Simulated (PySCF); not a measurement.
ClF2NbS, multiplicity 1. Atoms are numbered in the order given.

```xyz
5

Nb     0.2508    -0.0832     0.0000
S     -1.3181    -1.5369     0.0000
F      1.2657    -0.3337    -1.5359
F      1.2657    -0.3337     1.5359
Cl    -0.7043     2.0005     0.0000
```

The structure is a stationary point at B3LYP-D3(BJ)/def2-SVP. The spin state was assumed, not searched. The def2 effective core potentials stand for the cores of Nb; spin–orbit coupling is left out.

All values below come from TDA-M06-2X/def2-SVPD (PySCF).

Vertical excitations. Gas-phase values at a fixed geometry. State labels are in the subgroup Cs.

Problem. List the lowest excited states. (An estimate is asked for; the answer gives what the named calculation found.)

Solution. 
| state | symmetry | energy (eV) | λ (nm) | f | main pairs |
|---|---|---|---|---|---|
| S1 | A" | 3.54 | 350 | 0.000 | HOMO−1→LUMO 60 %, HOMO→LUMO+1 34 % |
| S2 | A" | 3.86 | 321 | 0.001 | HOMO→LUMO+1 62 %, HOMO−1→LUMO 36 % |
| S3 | A' | 3.89 | 319 | 0.005 | HOMO−1→LUMO+1 49 %, HOMO→LUMO 46 % |
| S4 | A' | 4.45 | 278 | 0.019 | HOMO→LUMO 28 %, HOMO→LUMO+2 28 %, HOMO−1→LUMO+1 26 %, HOMO−2→LUMO 7 % |
| S5 | A" | 4.62 | 268 | 0.002 | HOMO−1→LUMO+2 70 %, HOMO−2→LUMO+1 24 % |
| S6 | A' | 4.64 | 267 | 0.001 | HOMO−2→LUMO 83 % |
| S7 | A" | 4.77 | 260 | 0.000 | HOMO−2→LUMO+1 70 %, HOMO−1→LUMO+2 24 % |
| S8 | A' | 4.99 | 248 | 0.015 | HOMO→LUMO+2 51 %, HOMO→LUMO+3 16 %, HOMO−1→LUMO+4 12 %, HOMO−1→LUMO+1 10 % |
| S9 | A" | 5.15 | 241 | 0.003 | HOMO→LUMO+4 56 %, HOMO−1→LUMO+3 37 % |
| S10 | A' | 5.15 | 241 | 0.005 | HOMO→LUMO+3 74 %, HOMO−1→LUMO+4 13 % |
| T1 | A' | 3.07 | 404 | 0 | HOMO→LUMO 66 %, HOMO−1→LUMO+1 19 % |
| T2 | A" | 3.38 | 367 | 0 | HOMO−1→LUMO 78 %, HOMO→LUMO+1 15 % |
| T3 | A' | 3.42 | 362 | 0 | HOMO−1→LUMO+1 70 %, HOMO→LUMO 22 % |
| T4 | A" | 3.54 | 350 | 0 | HOMO→LUMO+1 79 %, HOMO−1→LUMO 16 % |
Triplets are in the Tamm–Dancoff approximation.
